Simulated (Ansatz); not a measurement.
Basis-set series for `C[O][Zr]1234([F])([N](C)C)[C@H]5[C@@H]1[C@@H]2[C@@H]3[C@H]54`. Total charge 0; spin multiplicity 1. Zr takes the def2 core potential. All single points use the PBE0-D4/def2-TZVP geometry. It is one conformer, not always the lowest.

| functional | basis | functions | energy (Eh) | HOMO (eV) | LUMO (eV) |
| --- | --- | --- | --- | --- | --- |
| PBE0-D4 | def2-SVP | 255 | -589.34047 | -6.02 | -0.24 |
| PBE0-D4 | def2-QZVPP | 1128 | -589.99024 | -6.08 | -0.34 |
| ωB97M-V | def2-SVP | 255 | -589.63065 | -8.21 | 1.64 |
| ωB97M-V | def2-QZVPP | 1128 | -590.30341 | -8.26 | 0.76 |

Question: Give the rows for def2-TZVPP. (An estimate is asked.)

Answer: Ansatz gave: 
| functional | basis | functions | energy (Eh) | HOMO (eV) | LUMO (eV) |
| --- | --- | --- | --- | --- | --- |
| PBE0-D4 | def2-TZVPP | 593 | -589.95769 | -6.07 | -0.32 |
| ωB97M-V | def2-TZVPP | 593 | -590.27242 | -8.25 | 1.22 |

Positive LUMOs are unbound and depend on the basis.
